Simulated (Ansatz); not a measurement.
`N[SiH2][Al]([OH])[Cl]` → `[NH2][Al]([OH])[SiH2]Cl`  (isomerisation)

Computed with Ansatz on PBE0-D4/def2-TZVP structures; ΔE is electronic, products minus reactants. CCSD(T)/CBS adds triple-zeta CCSD(T) − MP2 to the extrapolated MP2 energy (def2 sets, frozen cores). Functionals use def2-TZVPP. B3LYP here is the variant with VWN-RPA as its local correlation; programs differ in this. Each species was taken in one conformer, which may not be the lowest.

`N[SiH2][Al]([OH])[Cl]`:

Cartesian coordinates in Å:
```
N -2.102 0.232 -0.555
Si -0.804 -0.778 -0.014
Al 1.365 0.346 0.239
O 2.748 -0.458 0.787
Cl 1.539 2.399 -0.242
H -2.049 0.611 -1.489
H -2.442 0.942 0.077
H -1.204 -1.359 1.297
H -0.657 -1.891 -0.994
H 3.604 -0.045 0.894
```

`[NH2][Al]([OH])[SiH2]Cl`:

Cartesian coordinates in Å:
```
N -1.028 -0.962 1.259
Al 0.259 0.073 0.642
O 1.464 0.770 1.606
Si 0.303 0.531 -1.755
Cl -1.293 -0.506 -2.601
H -1.185 -1.242 2.213
H -1.729 -1.362 0.656
H 1.564 0.674 2.551
H 0.116 1.962 -2.117
H 1.530 0.063 -2.454
```

```json
{"level": "PBE-D4", "ΔE (eV)": "0.19"}
{"level": "PBE0-D4", "ΔE (eV)": "0.20"}
{"level": "ωB97X-V", "ΔE (eV)": "0.18"}
{"level": "B3LYP", "ΔE (eV)": "0.19"}
{"level": "HF/def2-TZVPP", "ΔE (eV)": "0.23"}
{"level": "SCS-MP2/def2-TZVPP", "ΔE (eV)": "0.18"}
{"level": "HF/def2-QZVPP", "ΔE (eV)": "0.23"}
{"level": "SCS-MP2/def2-QZVPP", "ΔE (eV)": "0.17"}
```

What does CCSD(T)/CBS give? (Estimate.)

The calculation gave: +0.17 eV. The listed levels differ from it by 0.02, 0.03, 0.01, 0.02, 0.06, 0.01, 0.06, 0.00 eV.

Largest T1 diagnostic among the species: 0.012.

In def2-TZVPP, CCSD(T) changes the Hartree–Fock value by −0.05 eV (the triples alone add −0.00 eV) and MP2 by −0.06 eV.
